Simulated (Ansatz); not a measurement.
A run of Ansatz (development build ahead of 0.2.0) on singlet BeO at this shape:

```xyz
2

Be    0.0000    0.0000    0.0000
O     0.0000    0.0000    1.5500
```

Its results:

```json
{"Converged": "yes", "Reference energy": "-89.36295 hartree", "Correlation energy": "-0.15508 hartree", "Total energy": "-89.51803 hartree", "Spin squared of the determinant": "1.011", "Stability test": "minimum"}
```

Forces (eV/Å):
```tsv
atom	Fx	Fy	Fz
Be1	0.000	0.000	0.942
O2	0.000	0.000	-0.942
```

Which input gives this output? Name the method, the orbitals and the basis set, and write the input.

UHF-MP2 in def2-SVP.

```yaml
crystal:
  periodic: [false, false, false]
  atoms:
    - { symbol: Be, position_ang: [0.0, 0.0, 0.0] }
    - { symbol: O, position_ang: [0.0, 0.0, 1.55] }
basis:
  gaussian: { orbitals: def2-SVP }
magnetization:
  spin_polarized: true
hamiltonian:
  xc: hf
correlation:
  method: mp2
  frozen_orbitals: { Be: 0, O: 1 }
output:
  forces: true
```

Caution: bonds are stretched, where a single reference can fail; the unrestricted determinant is a mixture of spin states.
